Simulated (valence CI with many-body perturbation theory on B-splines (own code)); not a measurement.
Pd39+ in brief

Calculated by configuration interaction combined with many-body perturbation theory (CI+MBPT): five valence electrons over a frozen Dirac-Fock core [He], a basis of 9 s, 9 p, 8 d, 6 f, 3 g, 1 h functions for each j, with the one-electron correlation potential Σ1 (screened to all orders), the two-electron term Σ2, the three-electron term Σ3, Breit, model QED; selected single and double excitations, second order for the rest, scaled by the run's own slope (own B-spline code, finite nucleus).

No measured spectrum was set against this ion. As an estimate, large intervals hold to a few tenths of a per cent, small ones and those within an open d or f shell to about a per cent. Among the levels kept, up to 3500 cm⁻¹ of a level comes from second order outside the variational space, and about a tenth of that is noise between levels of different J, which matters for small intervals.

Levels are named by their leading jj configuration (3d3/2^4 stands for four electrons in 3d with j = 3/2), which in mixed levels can hold well under half, so a name can repeat and another be missing.

Rates and lifetimes use the calculated energies. Strong lines usually hold to 10 to 20 %, long lifetimes can be off by a factor of two.

Task: What is the ground level?

Result: (2s^2 2p1/2^2 2p3/2) J=3/2, composition 44 % 2s²2p³ ²P° + 32 % 2s²2p³ ⁴S° + 24 % 2s²2p³ ²D°, g = 1.402.

Task: What is the ionisation energy?

Result: 5879.1 eV; NIST lists 5880 ± 40 eV (semi-empirical).

Task: Among levels below 3645.3 eV, which E1 lines absorb most strongly from the ground level?

Result: to (2s^2 2p1/2^2 3d5/2) J=5/2 at 0.3623 nm, f = 0.396; to (2s^2 2p3/2^2 3s) J=5/2 at 0.3467 nm, f = 0.285; to (2s^2 2p1/2 2p3/2 3d3/2) J=3/2 at 0.3458 nm, f = 0.271.

Task: Where does the other parity begin?

Result: At (2s 2p1/2^2 2p3/2^2) J=5/2, 327.1 eV.

Task: Name the longest-lived excited levels whose lifetime is computed, and their main decay.

Result: (2s^2 2p1/2 2p3/2^2) J=5/2 at 169.5 eV lives 150 ns, mostly by M1 to (2s^2 2p1/2^2 2p3/2) J=3/2; (2s^2 2p1/2 2p3/2^2) J=1/2 at 193.7 eV lives 33.5 ns, mostly by M1 to (2s^2 2p1/2^2 2p3/2) J=3/2; (2s^2 2p1/2 2p3/2^2) J=3/2 at 152.1 eV lives 26.5 ns, mostly by M1 to (2s^2 2p1/2^2 2p3/2) J=3/2.

Task: How well does LS coupling describe the low levels?

Result: Among the lowest 20 levels the leading LS term, summed over configurations, holds 65 % on average. For single configurations the figures are 65 % in LS and 97 % in jj coupling. Terms mix most in the J = 3/2 level at 3347.1 eV, where the leading one holds 28 %.

Task: What are the static dipole polarisabilities of the lowest levels?

Result: (2s^2 2p1/2^2 2p3/2) J=3/2 0.000821 (tensor 0.00014); (2s^2 2p1/2 2p3/2^2) J=3/2 0.00105 (tensor 4.0e-05) bohr³, of which the core gives 1.84e-06.
